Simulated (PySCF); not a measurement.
Compound: C4H15PSi3.
Structure used (GFN2-xTB), in Å, numbered top down from 1:
```xyz
23
C4H15PSi3 angstrom
C      1.8104    0.0446    1.2104
C      1.3063    0.4076   -0.1857
Si     0.3246    2.0393   -0.1733
C     -1.3227    1.7727    0.7313
Si    -2.4036    0.3865    0.0121
C     -1.3839   -1.2141   -0.0506
Si     0.2919   -1.0284   -0.9300
P      1.4443   -2.9298   -0.5546
H      0.9823   -0.0787    1.9054
H      2.4679    0.8194    1.6028
H      2.3690   -0.8938    1.1886
H      2.1821    0.5564   -0.8238
H      1.1205    3.0721    0.5103
H      0.0788    2.4678   -1.5560
H     -1.1226    1.5614    1.7815
H     -1.8850    2.7043    0.7175
H     -2.8444    0.7408   -1.3429
H     -3.5913    0.1802    0.8572
H     -1.9652   -1.9923   -0.5427
H     -1.2072   -1.5718    0.9640
H      0.0699   -0.7646   -2.3663
H      0.7920   -3.6504   -1.5359
H      2.4813   -2.6022   -1.4093
```

Definitions: NICS(0) = −σiso at the ring centroid; NICS(1) = −σiso and NICS(1)zz = −σzz at ±1 Å along the ring normal z. Level: GIAO PBE0/pcSseg-1 (PySCF, non-relativistic, gas phase) on the GFN2-xTB geometry, one conformer.

Ring bond lengths (Å), with Mayer bond orders in brackets: C2–Si3 1.904 (0.88), Si3–C4 1.898 (0.91), C4–Si5 1.899 (0.91), Si5–C6 1.899 (0.91), C6–Si7 1.902 (0.92), Si7–C2 1.909 (0.88).

**Question.** Give the NICS values of each ring in ppm.

**Answer.** 
```json
{"ring": "C2–Si3–C4–Si5–C6–Si7", "type": "6-membered ring with 3 Si; formal bonds all single", "NICS(0)": "-2.2", "NICS(1), two faces": "-1.7 / -1.9", "NICS(1)zz, two faces": "3.1 / 5.3", "rms pucker (Å)": "0.28", "centre to ring atoms, mean (Å)": "1.84"}
```

**Question.** What can be read from them?

**Answer.** 
- C2–Si3–C4–Si5–C6–Si7: mean NICS(1)zz 4.2 ppm, deshielded. C2, Si3, C4, Si5, C6, Si7 have four or more neighbours, so the value isn't read as a sign of a π ring current.

**Question.** At the second NICS(1) probe listed for ring C2–Si3–C4–Si5–C6–Si7, 1 Å off the ring, how large is the induced field along the normal in 9.4 T applied along it?

**Answer.** NICSzz × B0 = 5.3 ppm × 9.4 T = 50 μT, along the applied field.
